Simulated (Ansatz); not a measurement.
The cluster CrF3⁻. The state is a triplet with charge -1. Geometry PBE-D4/def2-TZVP, that of the neutral doublet.

```xyz
4

Cr    0.000    0.000    0.000
F    -1.200   -0.535   -1.126
F     1.321   -1.038    0.415
F    -0.121    1.573    0.711
```

At PBE-D4/def2-TZVPD, r2SCAN-D4/def2-TZVPD, PBE0-D4/def2-TZVPD the highest occupied level of the charge -1 triplet lies above zero (up to 1.94 eV). It is a level of β spin, whose loss leaves a quartet; that state wasn't run at this geometry and level. The electron is either unbound and held by the finite basis, or the level is raised by self-interaction error. At r2SCAN-D4/def2-TZVPD, PBE0-D4/def2-TZVPD the charge -1 triplet is spin-contaminated (final ⟨S²⟩ up to 2.40, 2.00 for a pure state). The structure comes from a short search, and lower isomers may exist.

**Question.** Estimate the α-spin orbital energies around the gap (eV) in Ansatz with PBE-D4/def2-TZVPD, r2SCAN-D4/def2-TZVPD, PBE0-D4/def2-TZVPD.

**Answer.** 
```tsv
orbital	PBE-D4/def2-TZVPD	r2SCAN-D4/def2-TZVPD	PBE0-D4/def2-TZVPD
HOMO−5	-4.62	-4.80	-6.09
HOMO−4	-4.46	-4.71	-6.06
HOMO−3	-4.15	-4.35	-5.58
HOMO−2	0.87	0.39	-1.20
HOMO−1	0.87	0.72	-0.95
HOMO	1.20	1.27	-0.13
LUMO	2.05	2.48	3.90
LUMO+1	2.05	2.48	4.00
LUMO+2	3.51	3.99	4.22
LUMO+3	3.54	4.03	4.24
LUMO+4	3.77	4.19	4.32
LUMO+5	3.77	4.20	4.54
β HOMO	1.94	1.81	0.97
β LUMO	3.14	3.76	3.78
```
